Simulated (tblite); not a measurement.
Compound: C₃H₆F₂O₂Si (charge -1 and doublet state).
Structure used (GFN2-xTB), in Å, numbered top down from 1:
```
atom  x, y, z in Å
F1     2.128   -2.059   -0.817
C2     1.999   -0.682   -0.604
F3     3.095   -0.198   -1.310
O4     2.019   -0.353    0.642
C5     0.697    0.283    1.179
C6     0.111    1.237    0.369
O7    -1.220    1.212   -0.076
Si8   -2.359    0.097   -0.113
H9     1.103   -0.365   -1.177
H10    0.056   -0.539    1.492
H11    0.665    2.039   -0.095
H12   -2.111   -1.089   -0.958
H13   -2.697   -0.445    1.221
H14   -3.487    0.861   -0.653
```

Method: GFN2-xTB as coded in tblite; computed harmonic values from a numerical Hessian at the method's own geometry, unscaled. Errors from tens to a few hundred cm⁻¹ against measured bands are possible. Modes of hydrogen on silicon can be 10 to 20 % off. One conformer, not necessarily the lowest. Open shells enter through the occupations alone, without spin polarisation, and single modes of such species can be off by tens of per cent.

Harmonic wavenumbers (cm⁻¹): 34.6, 43.8, 71.3, 105.4, 148.8, 177.3, 232.6, 294.8, 378.5, 428.7, 446.5, 457.8, 533.6, 572.2, 632.2, 684.0, 744.7, 751.9, 813.9, 823.5, 848.6, 869.4, 943.0, 1075.0, 1183.1, 1232.7, 1233.4, 1248.3, 1302.8, 1367.4, 2056.3, 2118.7, 2218.1, 2783.7, 2950.9, 3049.3.

A = 3160, B = 761.0, C = 708.5 MHz; mass 140.011 u (most abundant isotopes); point group C1, symmetry number 1; spin multiplicity 2.

**Question.** What is the zero-point energy?

**Answer.** ½Σν̃ = 17428 cm⁻¹ = 49.83 kcal/mol.

**Question.** What is S at 298.15 K and 1 bar for an ideal gas of classical rigid rotors and harmonic oscillators?

**Answer.** Translation 40.75, rotation 29.62, vibration 33.34, spin (R ln 2) 1.38: S = 105.1 cal/(mol K).

**Question.** And Cp and H(298.15 K) − H(0)?

**Answer.** Cp = 38.43 cal/(mol K), of which vibrations give 30.48 (their classical limit is 36 R = 71.5); H(298.15 K) − H(0) = 7.27 kcal/mol without the zero-point energy, 4.90 from vibrations.

**Question.** Which modes carry the vibrational entropy at 298.15 K?

**Answer.** 34.6 cm⁻¹: 5.55; 43.8 cm⁻¹: 5.08; 71.3 cm⁻¹: 4.12; 105.4 cm⁻¹: 3.35; 148.8 cm⁻¹: 2.69; 177.3 cm⁻¹: 2.36 cal/(mol K); the other 30 give 10.20 together.

**Question.** What must be added to the electronic energy to get the Gibbs energy at 298.15 K and 1 bar?

**Answer.** ZPE + [H(298.15 K) − H(0)] − T·S = 49.83 + 7.27 − 31.33 = 25.77 kcal/mol.

Hindered rotation and anharmonicity are outside this model. Other conformers, if any are populated, would add a mixing term that is left out. The structure is chiral; the term R ln 2 for an equal mix with its mirror image is left out.
